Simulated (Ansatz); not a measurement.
Cost and result for the atomization energy of C3H10Ge, SMILES `C[CH](C)[GeH3]` (14 atoms, 13 bonds).

| atom | x (Å) | y (Å) | z (Å) |
| --- | --- | --- | --- |
| C1 | -0.5278 | -0.5240 | 1.3391 |
| C2 | -0.4361 | -0.1363 | -0.1303 |
| C3 | 0.3504 | -1.1620 | -0.9350 |
| Ge4 | 0.3450 | 1.6597 | -0.3321 |
| H5 | -1.1226 | 0.1879 | 1.9167 |
| H6 | -0.9890 | -1.5110 | 1.4530 |
| H7 | 0.4648 | -0.5756 | 1.7974 |
| H8 | -1.4496 | -0.0660 | -0.5415 |
| H9 | 1.3814 | -1.2405 | -0.5763 |
| H10 | 0.3878 | -0.9107 | -1.9979 |
| H11 | -0.1007 | -2.1561 | -0.8447 |
| H12 | 0.4021 | 2.0664 | -1.8173 |
| H13 | 1.7800 | 1.6627 | 0.2325 |
| H14 | -0.4858 | 2.7055 | 0.4364 |

Total charge 0; spin multiplicity 1. Correlated methods include outer-core shells of Ge, which these sets cover unevenly. Scalar relativity is left out up to krypton. All single points use the PBE0-D4/def2-TZVP geometry. Program: Ansatz. Hardware: A = 2 threads of a server CPU on a shared host; B = 2 threads of an AMD EPYC 7R13 on a shared host and a share of an NVIDIA H100 80 GB. Times are those of one run each, without the atoms' runs, and a repeat can differ threefold. Electronic energies, without spin–orbit coupling; frozen cores. CCSD(T)/CBS adds CCSD(T) − MP2 in def2-TZVPP to the MP2 limit, and its time is that of the two runs behind it. T1 = 0.010. With those shells the extrapolation isn't a true limit. B3LYP takes the VWN-RPA correlation (the form of Gaussian; ORCA's B3LYP/G). HSE06 is the plane-wave form, built on full-range PBE exchange.

CCSD(T)/CBS is a level of theory with its own doubt, some kJ/mol a heavy atom from the limit and from the frozen cores, so smaller differences don't rank the functionals.

```json
{"level": "CCSD(T)/def2-TZVPP [B]", "functions": "281", "atomization (kcal/mol)": "1165.3", "difference from CCSD(T)/CBS": "-21.8", "per bond": "-1.7"}
{"level": "ωB97M-V/def2-TZVPP (with forces) [A]", "functions": "281", "atomization (kcal/mol)": "1183.9", "difference from CCSD(T)/CBS": "-3.2", "per bond": "-0.2"}
{"level": "MP2/def2-QZVPP [B]", "functions": "560", "atomization (kcal/mol)": "1178.2", "difference from CCSD(T)/CBS": "-8.9", "per bond": "-0.7"}
{"level": "HSE06-D4/def2-TZVPP [A]", "functions": "281", "atomization (kcal/mol)": "1185.4", "difference from CCSD(T)/CBS": "-1.7", "per bond": "-0.1"}
{"level": "B97M-V/def2-TZVPP [A]", "functions": "281", "atomization (kcal/mol)": "1190.1", "difference from CCSD(T)/CBS": "3.0", "per bond": "0.2"}
{"level": "PBE-D4/def2-TZVPP (with forces) [A]", "functions": "281", "atomization (kcal/mol)": "1192.9", "difference from CCSD(T)/CBS": "5.8", "per bond": "0.4"}
{"level": "B3LYP-D4/def2-TZVPP (with forces) [A]", "functions": "281", "atomization (kcal/mol)": "1183.5", "difference from CCSD(T)/CBS": "-3.6", "per bond": "-0.3"}
{"level": "BHLYP-D4/def2-TZVPP [A]", "functions": "281", "atomization (kcal/mol)": "1163.9", "difference from CCSD(T)/CBS": "-23.2", "per bond": "-1.8"}
{"level": "r2SCAN-D4/def2-TZVPP (with forces) [A]", "functions": "281", "atomization (kcal/mol)": "1185.8", "difference from CCSD(T)/CBS": "-1.3", "per bond": "-0.1"}
{"level": "ωB97X-V/def2-TZVPP [A]", "functions": "281", "atomization (kcal/mol)": "1187.6", "difference from CCSD(T)/CBS": "0.5", "per bond": "0.0"}
{"level": "CCSD(T)/CBS(def2)", "functions": "–", "atomization (kcal/mol)": "1187.1", "difference from CCSD(T)/CBS": "0.0", "per bond": "0.0"}
{"level": "B2PLYP/def2-TZVPP [A]", "functions": "281", "atomization (kcal/mol)": "1171.8", "difference from CCSD(T)/CBS": "-15.3", "per bond": "-1.2"}
{"level": "CCSD(T)/def2-SVP [A]", "functions": "124", "atomization (kcal/mol)": "1137.5", "difference from CCSD(T)/CBS": "-49.6", "per bond": "-3.8"}
```

**Question.** Order the runs by time, with rough figures. (Best estimate.)

**Answer.** The calculation gave: PBE-D4/def2-TZVPP (with forces) [A] 7 s; CCSD(T)/def2-TZVPP [B] 7 s; MP2/def2-QZVPP [B] 7 s; HSE06-D4/def2-TZVPP [A] 10 s; BHLYP-D4/def2-TZVPP [A] 10 s; r2SCAN-D4/def2-TZVPP (with forces) [A] 12 s; CCSD(T)/CBS(def2) 14 s; B3LYP-D4/def2-TZVPP (with forces) [A] 15 s; B2PLYP/def2-TZVPP [A] 22 s; B97M-V/def2-TZVPP [A] 25 s; ωB97X-V/def2-TZVPP [A] 26 s; CCSD(T)/def2-SVP [A] 29 s; ωB97M-V/def2-TZVPP (with forces) [A] 37 s.

Leaving LDA and LC-ωPBE aside and taking each functional with its dispersion term where it has one, the values spread over 29.1 kcal/mol, from BHLYP-D4 to PBE-D4. LDA lies +144.1 kcal/mol from PBE without D4, its usual overbinding. From PBE to PBE0 (25 % exact exchange), in def2-TZVPP and without D4, the atomization energy moves by −6.9 kcal/mol: exact exchange takes away binding that semilocal exchange gives to molecules. The D4 term adds +10.1 kcal/mol with B3LYP and +5.3 kcal/mol with PBE0; it sums over pairs of atoms, weighted by their polarisabilities, and B3LYP, whose exchange is more repulsive, gets the larger term.
